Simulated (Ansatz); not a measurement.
Geometry optimisation, RKS B3LYP-D4/def2-SVP (Ansatz).

input.yaml

```yaml
crystal:
  periodic: [false, false, false]
  atoms:
    - { symbol: W, position_ang: [0.0, 0.0, 0.0] }
    - { symbol: Cl, position_ang: [0.0, 0.0, 2.74] }
    - { symbol: H, position_ang: [1.72, 0.0, 0.0] }
    - { symbol: H, position_ang: [0.0, 1.72, 0.0] }
    - { symbol: H, position_ang: [-1.72, 0.0, 0.0] }
    - { symbol: H, position_ang: [0.0, -1.72, 0.0] }
    - { symbol: H, position_ang: [0.0, 0.0, -1.72] }
    - { symbol: S, position_ang: [1.7875, 1.8621, 0.8577] }
    - { symbol: H, position_ang: [2.8002, 1.2341, 1.5926] }
    - { symbol: H, position_ang: [1.0638, 1.1082, 2.1767] }
basis:
  gaussian: { orbitals: def2-SVP }
hamiltonian:
  xc: b3lyp
  dispersion: d4
relax:
  f_tol: 0.15
  max_steps: 25
  restrain:
    - { distance: [0, 7], at: 2.42, k: 30.0 }
    - { distance: [9, 1], at: 1.37, k: 30.0 }
    - { distance: [0, 1], at: 3.59, k: 30.0 }
    - { distance: [9, 7], at: 2.6, k: 30.0 }
```

Command:

```bash
$ ansatz run input.yaml --threads 2 --pin off --max-ram 3072MiB --backend cpu --events-out ev --progress --plain --runs-dir out
```

**Question.** Where does it end, and by what steps?

**Answer.** The forces met the threshold. The restraints hold the end off the free minimum; the threshold counts their pulls, which the force column leaves out. Restrained pairs: W1–S8 (2.72 → 2.41 Å), Cl2–H10 (1.64 → 1.34 Å), W1–Cl2 (2.74 → 3.59 Å), S8–H10 (1.68 → 2.60 Å). After 8 steps the energy has fallen by 5.265 eV (the restraints' own energy left out); H9 moved furthest, 0.98 Å.

```json
{"step": "0", "energy less start (eV)": "0.0000", "largest force component (eV/Å)": "4.137", "accepted": "yes"}
{"step": "1", "energy less start (eV)": "-0.3319", "largest force component (eV/Å)": "2.668", "accepted": "yes"}
{"step": "2", "energy less start (eV)": "-1.2748", "largest force component (eV/Å)": "4.371", "accepted": "yes"}
{"step": "3", "energy less start (eV)": "-3.0480", "largest force component (eV/Å)": "3.070", "accepted": "yes"}
{"step": "4", "energy less start (eV)": "-4.3303", "largest force component (eV/Å)": "1.392", "accepted": "yes"}
{"step": "5", "energy less start (eV)": "-4.9405", "largest force component (eV/Å)": "1.071", "accepted": "yes"}
{"step": "6", "energy less start (eV)": "-5.1152", "largest force component (eV/Å)": "0.977", "accepted": "yes"}
{"step": "7", "energy less start (eV)": "-5.2316", "largest force component (eV/Å)": "0.853", "accepted": "yes"}
{"step": "8", "energy less start (eV)": "-5.2649", "largest force component (eV/Å)": "0.802", "accepted": "yes"}
```

```xyz
10
Properties=species:S:1:pos:R:3
W 0.288 0.236 -0.391
Cl -0.042 -0.001 3.175
H 1.427 -0.626 0.472
H -0.584 1.506 0.268
H -1.322 -0.057 0.033
H -0.131 -1.308 0.154
H 0.540 0.307 -2.096
S 1.751 1.880 0.584
H 2.964 1.259 0.628
H 0.760 1.009 2.821
```

Run time: 27 s on 2 threads of Intel(R) Xeon(R) Platinum 8488C (Sapphire Rapids), on a shared host, peak memory 0.24 GiB.
